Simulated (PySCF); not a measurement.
Here is a job for PySCF.
```python
from pyscf import gto, scf, dft

mol = gto.M(
    atom='''
O    -1.195029   -0.511793    0.028757
S    -0.140285    0.464799    0.000719
F     1.311644   -0.371382   -0.026840
''',
    basis='aug-pcseg-1',
    charge=0,
    spin=1,
    verbose=3,
)

mf = dft.UKS(mol)
mf.xc = 'r2scan'
mf = mf.density_fit(auxbasis='def2-universal-jkfit')
mf.kernel()
mf.analyze()
```

Question: Give the total energy at the level PySCF with DF-R2SCAN/aug-pcseg-1.

Answer: -573.057645 Ha

Question: What is the computed HOMO energy (DF-R2SCAN/aug-pcseg-1)?

Answer: -6.31 eV

Question: What is the computed <S^2> (DF-R2SCAN/aug-pcseg-1)?

Answer: 0.755

Question: Estimate the nuclear repulsion energy that DF-R2SCAN/aug-pcseg-1 returns for this input.

Answer: 107.7589 Eh

Question: Give the number of basis functions at the level DF-R2SCAN/aug-pcseg-1.

Answer: 73

These values belong to the state on which the SCF converged, which isn't shown to be the lowest.
